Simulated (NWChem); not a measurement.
The numbers come from NWChem runs, not from measurements. System: HBCl₂, charge 0, spin multiplicity 1, at a geometry optimised with PBE/def2-SVP. The structure started from a generated list of species. Level: B3LYP/aug-cc-pVTZ, VWN1-RPA local correlation.

Job file:

```
start mol
memory heap 200 mb stack 900 mb global 1100 mb
geometry units angstroms nocenter noautoz
  B      0.000000     0.000000    -0.705998
  H      0.000000     0.000000    -1.914611
  Cl     1.519390     0.000000     0.160135
  Cl    -1.519390     0.000000     0.160135
  symmetry group C2v
end
basis spherical
  * library aug-cc-pvtz
end
dft
  xc b3lyp
  semidirect memsize 60000000 filesize 0
  iterations 100
end
task dft energy
```

Output (cleaned and shortened):

```
             Northwest Computational Chemistry Package (NWChem) 7.3.0
             --------------------------------------------------------

                                NWChem Input Module
                                -------------------

 Scaling coordinates for geometry "geometry" by  1.889725989
 (inverse scale =  0.529177249)

 Turning off AUTOSYM since
 SYMMETRY directive was detected!

                             Geometry "geometry" -> ""
                             -------------------------

 Output coordinates in angstroms (scale by  1.889725989 to convert to a.u.)

  No.       Tag          Charge          X              Y              Z
 ---- ---------------- ---------- -------------- -------------- --------------
    1 B                    5.0000     0.00000000     0.00000000    -0.70599800
    2 H                    1.0000     0.00000000     0.00000000    -1.91461100
    3 Cl                  17.0000     1.51939000     0.00000000     0.16013500
    4 Cl                  17.0000    -1.51939000     0.00000000     0.16013500

 Effective nuclear repulsion energy (a.u.)     110.9499202365

            Nuclear Dipole moment (a.u.)
            ----------------------------
        X                 Y               Z
 ---------------- ---------------- ----------------
     0.0000000000     0.0000000000    -0.0000207870

      Symmetry information
      --------------------

 Group name             C2v
 Group number             16
 Group order               4
 No. of unique centers     3

      Symmetry unique atoms

     1    2    3


 Summary of "ao basis" -> "" (spherical)
 ------------------------------------------------------------------------------
       Tag                 Description            Shells   Functions and Types
 ---------------- ------------------------------  ------  ---------------------
 *                        aug-cc-pvtz                 on all atoms

                                 NWChem DFT Module
                                 -----------------

 Summary of "ao basis" -> "ao basis" (spherical)
 ------------------------------------------------------------------------------
       Tag                 Description            Shells   Functions and Types
 ---------------- ------------------------------  ------  ---------------------
 B                        aug-cc-pvtz               14       46   5s4p3d2f
 H                        aug-cc-pvtz                9       23   4s3p2d
 Cl                       aug-cc-pvtz               16       50   6s5p3d2f

 Summary of "ao basis" -> "ao basis" (spherical)
 ------------------------------------------------------------------------------
       Tag                 Description            Shells   Functions and Types
 ---------------- ------------------------------  ------  ---------------------
 B                        aug-cc-pvtz               14       46   5s4p3d2f
 H                        aug-cc-pvtz                9       23   4s3p2d
 Cl                       aug-cc-pvtz               16       50   6s5p3d2f

      Symmetry analysis of basis
      --------------------------

        a1         63
        a2         24
        b1         49
        b2         33

            General Information
            -------------------
          SCF calculation type: DFT
          Wavefunction type:  closed shell.
          No. of atoms     :     4
          No. of electrons :    40
           Alpha electrons :    20
            Beta electrons :    20
          Charge           :     0
          Spin multiplicity:     1
          Use of symmetry is: on ; symmetry adaption is: on
          Maximum number of iterations: 100
          AO basis - number of functions:   169
                     number of shells:    55
          Convergence on energy requested:  1.00D-06
          Convergence on density requested:  1.00D-05
          Convergence on gradient requested:  5.00D-04

              XC Information
              --------------
                         B3LYP Method XC Potential
                     Hartree-Fock (Exact) Exchange  0.200
                        Slater Exchange Functional  0.800 local
                    Becke 1988 Exchange Functional  0.720 non-local
              Lee-Yang-Parr Correlation Functional  0.810
                  VWN I RPA Correlation Functional  0.190 local

             Grid Information
             ----------------
          Grid used for XC integration:  medium
          Radial quadrature: Mura-Knowles
          Angular quadrature: Lebedev.
          Tag              B.-S. Rad. Rad. Pts. Rad. Cut. Ang. Pts.
          ---              ---------- --------- --------- ---------
          B                   0.85       49          13.0       434
          H                   0.35       45          13.0       434
          Cl                  1.00       88          13.0       590
          Grid pruning is: on
          Number of quadrature shells:   182
          Spatial weights used:  Erf1

          Convergence Information
          -----------------------
          Convergence aids based upon iterative change in
          total energy or number of iterations.
          Levelshifting, if invoked, occurs when the
          HOMO/LUMO gap drops below (HL_TOL):  1.00D-02
          DIIS, if invoked, will attempt to extrapolate
          using up to (NFOCK): 10 stored Fock matrices.

                    Damping( 0%)  Levelshifting(0.5)       DIIS
                  --------------- ------------------- ---------------
          dE  on:    start            ASAP                start
          dE off:    2 iters        100 iters           100 iters

      Screening Tolerance Information
      -------------------------------
          Density screening/tol_rho:  1.00D-10
          AO Gaussian exp screening on grid/accAOfunc:  14
          CD Gaussian exp screening on grid/accCDfunc:  20
          XC Gaussian exp screening on grid/accXCfunc:  20
          Schwarz screening/accCoul:  1.00D-08

      Superposition of Atomic Density Guess
      -------------------------------------

 Sum of atomic energies:        -944.00754409

      Non-variational initial energy
      ------------------------------

 Total energy =    -944.791276
 1-e energy   =   -1523.666086
 2-e energy   =     467.924890
 HOMO         =      -0.424000
 LUMO         =      -0.388600

      Symmetry analysis of molecular orbitals - initial
      -------------------------------------------------

  Numbering of irreducible representations:

     1 a1          2 a2          3 b1          4 b2

  Orbital symmetries:

     1 a1          2 b1          3 a1          4 b1          5 a1
     6 b1          7 a1          8 b1          9 b2         10 a2
    11 a1         12 a1         13 b1         14 a1         15 a1
    16 a1         17 b1         18 b2         19 a2         20 b1
    21 a1         22 b2         23 b1         24 a1         25 b2
    26 a1         27 b1         28 a1         29 b1         30 a2

------------------------------------------------------------
EAF file 0: "./mol.aoints.0" size=524288 bytes
------------------------------------------------------------
               write      read    awrite     aread      wait
               -----      ----    ------     -----      ----
     calls:        1         0         0         0         0
   data(b): 5.24e+05  0.00e+00  0.00e+00  0.00e+00
   time(s): 0.00e+00  0.00e+00  0.00e+00  0.00e+00  0.00e+00
rate(mb/s): 0.00e+00  0.00e+00
------------------------------------------------------------

   convergence    iter        energy       DeltaE   RMS-Dens  Diis-err    time
 ---------------- ----- ----------------- --------- --------- ---------  ------
 d= 0,ls=0.0,diis     1   -943.5374730666 -1.05D+03  3.39D+01  1.06D+01     5.9
 d= 0,ls=0.0,diis     2   -945.6214460689 -2.08D+00  7.73D-03  2.49D+00     6.3
 d= 0,ls=0.0,diis     3   -945.7814706497 -1.60D-01  3.25D-03  1.46D+00     6.6
 d= 0,ls=0.0,diis     4   -945.9988126307 -2.17D-01  7.56D-04  6.60D-02     7.0
 d= 0,ls=0.0,diis     5   -946.0057939884 -6.98D-03  1.52D-04  2.42D-03     7.3
  Resetting Diis
 d= 0,ls=0.0,diis     6   -946.0060338793 -2.40D-04  4.71D-05  1.29D-04     7.7
 d= 0,ls=0.0,diis     7   -946.0060504685 -1.66D-05  1.47D-05  1.76D-06     8.0
 d= 0,ls=0.0,diis     8   -946.0060504865 -1.80D-08  3.40D-06  1.69D-06     8.4

         Total DFT energy =     -946.006050486518
      One electron energy =    -1524.991459996041
           Coulomb energy =      528.976602099740
    Exchange-Corr. energy =      -60.941112826756
 Nuclear repulsion energy =      110.949920236539

 Numeric. integr. density =       39.999998566894

     Total iterative time =      7.0s

                  Occupations of the irreducible representations
                  ----------------------------------------------

                     irrep           alpha         beta
                     --------     --------     --------
                     a1                9.0          9.0
                     a2                2.0          2.0
                     b1                7.0          7.0
                     b2                2.0          2.0

                       DFT Final Molecular Orbital Analysis
                       ------------------------------------

 Vector   18  Occ=2.000000D+00  E=-3.481358D-01  Symmetry=a2
              MO Center=  4.9D-14, -9.1D-16,  1.3D-01, r^2= 3.4D+00
   Bfn.  Coefficient  Atom+Function         Bfn.  Coefficient  Atom+Function
  ----- ------------  ---------------      ----- ------------  ---------------
    80      0.393100  3 Cl py               130     -0.393100  4 Cl py
    86      0.230838  3 Cl py               136     -0.230838  4 Cl py
    83      0.194556  3 Cl py               133     -0.194556  4 Cl py
    23      0.037763  1 B  d -2

 Vector   19  Occ=2.000000D+00  E=-3.340015D-01  Symmetry=b1
              MO Center= -4.4D-13,  1.3D-16,  1.0D-01, r^2= 3.6D+00
   Bfn.  Coefficient  Atom+Function         Bfn.  Coefficient  Atom+Function
  ----- ------------  ---------------      ----- ------------  ---------------
    81     -0.288519  3 Cl pz               131      0.288519  4 Cl pz
    79      0.274267  3 Cl px               129      0.274267  4 Cl px
    87     -0.172477  3 Cl pz               137      0.172477  4 Cl pz
    85      0.153904  3 Cl px               135      0.153904  4 Cl px
    84     -0.144928  3 Cl pz               134      0.144928  4 Cl pz

 Vector   20  Occ=2.000000D+00  E=-3.329179D-01  Symmetry=a1
              MO Center=  4.5D-13,  2.9D-17, -2.3D-01, r^2= 3.5D+00
   Bfn.  Coefficient  Atom+Function         Bfn.  Coefficient  Atom+Function
  ----- ------------  ---------------      ----- ------------  ---------------
    81      0.343127  3 Cl pz               131      0.343127  4 Cl pz
    87      0.209103  3 Cl pz               137      0.209103  4 Cl pz
    84      0.172889  3 Cl pz               134      0.172889  4 Cl pz
    48      0.164126  2 H  s                 49      0.138119  2 H  s
    11     -0.118976  1 B  pz                47      0.117204  2 H  s

 Vector   21  Occ=0.000000D+00  E=-7.525621D-02  Symmetry=b2
              MO Center= -1.6D-14, -1.6D-15, -5.5D-01, r^2= 2.9D+00
   Bfn.  Coefficient  Atom+Function         Bfn.  Coefficient  Atom+Function
  ----- ------------  ---------------      ----- ------------  ---------------
    13      0.460162  1 B  py                10      0.417431  1 B  py
     7      0.307385  1 B  py                86     -0.210342  3 Cl py
   136     -0.210342  4 Cl py                80     -0.195124  3 Cl py
   130     -0.195124  4 Cl py                89     -0.116492  3 Cl py
   139     -0.116492  4 Cl py                16      0.112664  1 B  py

 Vector   22  Occ=0.000000D+00  E=-4.841272D-03  Symmetry=a1
              MO Center= -1.1D-13,  2.3D-15,  6.6D-02, r^2= 1.5D+01
   Bfn.  Coefficient  Atom+Function         Bfn.  Coefficient  Atom+Function
  ----- ------------  ---------------      ----- ------------  ---------------
    50      2.524274  2 H  s                 17      1.048066  1 B  pz
    49      1.027401  2 H  s                  5     -0.935428  1 B  s
    14      0.907482  1 B  pz                75     -0.476268  3 Cl s
   125     -0.476268  4 Cl s                 74     -0.272529  3 Cl s
   124     -0.272529  4 Cl s                 59      0.263773  2 H  pz

 Vector   23  Occ=0.000000D+00  E= 1.123304D-02  Symmetry=a1
              MO Center= -6.9D-16,  2.7D-17, -1.9D+00, r^2= 1.6D+01
   Bfn.  Coefficient  Atom+Function         Bfn.  Coefficient  Atom+Function
  ----- ------------  ---------------      ----- ------------  ---------------
    17      1.214824  1 B  pz                 4      0.865768  1 B  s
    49     -0.695078  2 H  s                  5     -0.456602  1 B  s
    14     -0.301531  1 B  pz                90     -0.231019  3 Cl pz
   140     -0.231019  4 Cl pz                30      0.219556  1 B  d  0
     2      0.194076  1 B  s                 88      0.181257  3 Cl px

 center of mass
 --------------
 x =   0.00000000 y =   0.00000000 z =   0.03452564

 moments of inertia (a.u.)
 ------------------
          39.095641477990           0.000000000000           0.000000000000
           0.000000000000         615.659671724526           0.000000000000
           0.000000000000           0.000000000000         576.564030246536

     Multipole analysis of the density
     ---------------------------------

     L   x y z        total         alpha         beta         nuclear
     -   - - -        -----         -----         ----         -------
     0   0 0 0      0.000000    -20.000000    -20.000000     40.000000

     1   1 0 0      0.000000      0.000000      0.000000      0.000000
     1   0 1 0     -0.000000     -0.000000     -0.000000      0.000000
     1   0 0 1     -0.201848     -0.100914     -0.100914     -0.000021

     2   2 0 0    -24.155254   -152.225051   -152.225051    280.294849
     2   1 1 0      0.000000      0.000000      0.000000      0.000000
     2   1 0 1      0.000000      0.000000      0.000000      0.000000
     2   0 2 0    -22.952902    -11.476451    -11.476451      0.000000
     2   0 1 1     -0.000000     -0.000000     -0.000000      0.000000
     2   0 0 2    -23.392645    -24.248204    -24.248204     25.103763

 Task  times  cpu:        8.4s     wall:        8.4s

 Total times  cpu:        8.4s     wall:        8.4s
```
